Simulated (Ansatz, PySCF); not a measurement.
Energy difference R1 → P1 + P2, each structure at its B3LYP-D3(BJ)/def2-TZVP stationary point, reached from a drawn start (curvature not checked).
R1, NH3 (SMILES N) (charge 0, multiplicity 1):
```xyz
4

N     -0.00222    -0.00224    -0.27911
H      0.94335    -0.00946     0.08578
H     -0.46149     0.82231     0.09038
H     -0.47953    -0.81061     0.10305
```
P1: NH (SMILES [NH]), charge 0, multiplicity 3.
P2, H2 (SMILES [H][H]) (charge 0, multiplicity 1):
```xyz
2

H      0.00000     0.00000     0.37199
H      0.00000     0.00000    -0.37199
```

P less R. No zero-point or thermal terms; singlets are restricted closed shells; open shells are unrestricted.

Correlated levels freeze the cores.

The values were computed with Ansatz (a first-principles code) with Gaussian orbitals; PySCF for the D3/D4 terms. No computed number here is a measurement.

PBE/def2-TZVPP gives 4.690 eV for the reaction energy.

Task: How do the other levels lie against it? Give each less PBE: PBE-D3(BJ)/def2-TZVPP, r2SCAN/def2-TZVPP, PBE0/def2-TZVPP, wB97M-V/def2-TZVPP, B2PLYP/def2-TZVPP, MP2/cc-pVQZ, CCSD(T)/cc-pVQZ.

Result: PBE-D3(BJ)/def2-TZVPP 0.013; r2SCAN/def2-TZVPP -0.265; PBE0/def2-TZVPP -0.140; wB97M-V/def2-TZVPP -0.116; B2PLYP/def2-TZVPP -0.212; MP2/cc-pVQZ 0.080; CCSD(T)/cc-pVQZ -0.211 eV. 2 of 7 lie above PBE; the widest gap is to r2SCAN/def2-TZVPP.
